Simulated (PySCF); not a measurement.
Compound: C9H9N.
SMILES with atom numbers: `[CH2:1]=[CH:2][c:3]1[cH:4][cH:5][c:6]([N:7]=[CH2:8])[cH:9][cH:10]1` (hydrogens: H11, H12 on C1; H13 on C2; H14 on C4; H15 on C5; H16, H17 on C8; H18 on C9; H19 on C10)

A GFN2-xTB structure was refined with PBE0-D3(BJ)/def2-SVP geometry optimisation, gas phase (PySCF). Its GFN2-xTB values:

```csv
coordinate,GFN2-xTB
C1=C2,1.328 Å
C1–H11,1.076 Å
C1–H12,1.076 Å
C2–C3,1.456 Å
C2–H13,1.084 Å
C3–C4,1.398 Å
C4–C5,1.376 Å
C4–H14,1.079 Å
C5–C6,1.397 Å
C5–H15,1.079 Å
C6–N7,1.381 Å
N7=C8,1.254 Å
C8–H16,1.094 Å
C8–H17,1.081 Å
C1–C2–C3,126.8°
C2–C3–C10,119.0°
C4–C3–C10,117.9°
C4–C5–C6,120.5°
C5–C6–N7,118.5°
C5–C6–C9,118.9°
C6–N7–C8,123.7°
N7–C6–C9,122.4°
C5–C6–N7–C8,-137°
```

How do these coordinates change at the PBE0-D3(BJ)/def2-SVP level?

| coordinate | PBE0-D3(BJ)/def2-SVP (Å or °) | change |
| --- | --- | --- |
| C8–H17 | 1.099 | +0.018 |
| C1–H11 | 1.093 | +0.017 |
| C6–N7 | 1.397 | +0.016 |
| C1–H12 | 1.092 | +0.016 |
| C4–H14 | 1.092 | +0.013 |
| C5–H15 | 1.092 | +0.013 |
| C8–H16 | 1.107 | +0.013 |
| C2–H13 | 1.096 | +0.012 |
| N7=C8 | 1.266 | +0.012 |
| C1=C2 | 1.339 | +0.011 |
| C2–C3 | 1.466 | +0.010 |
| C4–C5 | 1.385 | +0.009 |
| C3–C4 | 1.407 | +0.009 |
| C5–C6 | 1.404 | +0.007 |
| C6–N7–C8 | 120.4 | -3.3 |
| C1–C2–C3 | 127.4 | +0.6 |
| N7–C6–C9 | 123.0 | +0.6 |
| C4–C3–C10 | 117.6 | -0.3 |
| C2–C3–C10 | 119.2 | +0.2 |
| C5–C6–C9 | 118.7 | -0.2 |
| C4–C5–C6 | 120.7 | +0.2 |
| C5–C6–N7 | 118.3 | -0.2 |
| C5–C6–N7–C8 | -140 | -3 |

The energy falls by 7.2 kJ/mol over 7 energy and gradient evaluations, the largest force component goes from 0.0127 to 1.3e-04 Eh/bohr, and the atoms move by 0.060 Å rms after alignment. Among the bonds, C1–H11 and C8–H17 change most and about equally (+0.017 to +0.018 Å). Bonds longer at the end by more than 0.005 Å: 19 of 19; shorter: 0. Rotational constants go from 4774, 730.6, 642.3 to 4683, 724.2, 636.4 MHz.

The run used 185 basis functions and 48 SCF cycles in all.

Whether it is a minimum is left open (no frequencies). One conformer, not necessarily the lowest.

Shape of the structure used: `[CH2:1]=[CH:2][c:3]1[cH:4][cH:5][c:6]([N:7]=[CH2:8])[cH:9][cH:10]1`: C1–C2–C3–C4 2°, C5–C6–N7–C8 -140°.
